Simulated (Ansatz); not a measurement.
`[CH3][Sn][OH]` + HCl → `[CH3][Sn][Cl]` + H₂O at 600 K and 1 bar (ligand exchange at the Sn–O bond).

Isolated molecules relaxed with PBE0-D4/def2-TZVP in Ansatz; ΔE leaves out vibrations. CCSD(T)/CBS is the MP2 limit (def2-TZVPP, def2-QZVPP) plus CCSD(T) − MP2 in def2-TZVPP, frozen cores. This one scheme is used for every species. def2 core potentials past Kr. For Sn outer-core shells are correlated without core-valence functions, which leaves a few kJ/mol of doubt a bond. One conformer a species, not always the lowest.

```json
{"species": "`[CH3][Sn][OH]`", "CCSD(T)/CBS energy (Eh)": "-329.68108", "H − E (kJ/mol)": "169.9", "S (J/(mol·K))": "379.1"}
{"species": "HCl", "CCSD(T)/CBS energy (Eh)": "-460.38127", "H − E (kJ/mol)": "35.4", "S (J/(mol·K))": "207.2"}
{"species": "`[CH3][Sn][Cl]`", "CCSD(T)/CBS energy (Eh)": "-713.71101", "H − E (kJ/mol)": "134.6", "S (J/(mol·K))": "379.2"}
{"species": "H₂O", "CCSD(T)/CBS energy (Eh)": "-76.37941", "H − E (kJ/mol)": "76.8", "S (J/(mol·K))": "212.8"}
```

H − E and S are ideal-gas, rigid-rotor, harmonic terms from PBE0-D4/def2-TZVP, for one conformer and one mirror image of each species. 1 Eh = 2625.50 kJ/mol, R = 8.31446 J/(mol·K).

Task: By hand: ΔE, ΔH, ΔS and ΔG.

Result: ΔE = (-713.71101) + (-76.37941) − (-329.68108) − (-460.38127) = -0.02807 Eh = -73.7 kJ/mol. Δ(H − E) = 134.6 + 76.8 − 169.9 − 35.4 = 6.1, so ΔH = -67.6 kJ/mol. ΔS = 379.2 + 212.8 − 379.1 − 207.2 = 5.7 J/(mol·K). ΔG = -67.6 − 600 × (5.7)/1000 = -71.0 kJ/mol.

Task: By hand: the equilibrium constant, and the temperature at which ΔG would vanish if ΔH and ΔS stayed fixed.

Result: log₁₀ K = −ΔG/(RT ln 10) = 6.2. ΔH and −TΔS have one sign here, so there is no such temperature.

The number of gas molecules stays the same, so ΔS is small and ΔH decides. A doubt of 5 kJ/mol in ΔE shifts log₁₀ K by 0.4 here. Other conformers and mirror images would add mixing entropy, several J/(mol·K) or more a flexible species. These are equilibria of isolated gas molecules and say nothing of rates. Largest T1 diagnostic: 0.016 (customary marks: 0.02 for closed shells, 0.045 for open ones).

ΔS is within the doubt of such terms, so its sign, and with it that verdict, could turn.
